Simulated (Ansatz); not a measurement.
GaSiH3F2 (SMILES [F][Ga]([F])[SiH3]): the energy, rung by rung

GaSiH3F2: 7 atoms, total charge 0, spin state singlet. As SMILES, `[F][Ga]([F])[SiH3]`. The shape was relaxed beforehand at B3LYP/def2-SVP.

Quantity: the adiabatic ionisation energy (to the doublet cation, shapes relaxed at B3LYP/def2-SVP, no zero-point term), in eV. The values are calculated.

```csv
level,kind,program,value (eV),less CCSD(T)/def2-SVP
HF/def2-SVP,Hartree–Fock,Ansatz,9.64,-0.55
PBE/def2-SVP,GGA,Ansatz,10.15,-0.04
r2SCAN/def2-SVP,meta-GGA,Ansatz,10.31,+0.12
B3LYP/def2-SVP,global hybrid,Ansatz,10.36,+0.17
wB97M-V/def2-SVP,range-separated hybrid,Ansatz,10.46,+0.27
MP2/def2-SVP,perturbation theory,Ansatz,10.13,-0.06
CCSD(T)/def2-SVP,coupled cluster or CI,Ansatz,10.19,0.00
```

Differences are taken from CCSD(T)/def2-SVP for orientation; it has basis-set and higher-order errors of its own. All-electron rows without a relativistic Hamiltonian named are non-relativistic. The values span 9.64 to 10.46 eV. In the correlated wave-function rows the outer d shell of Ga is correlated, in sets not made for it.
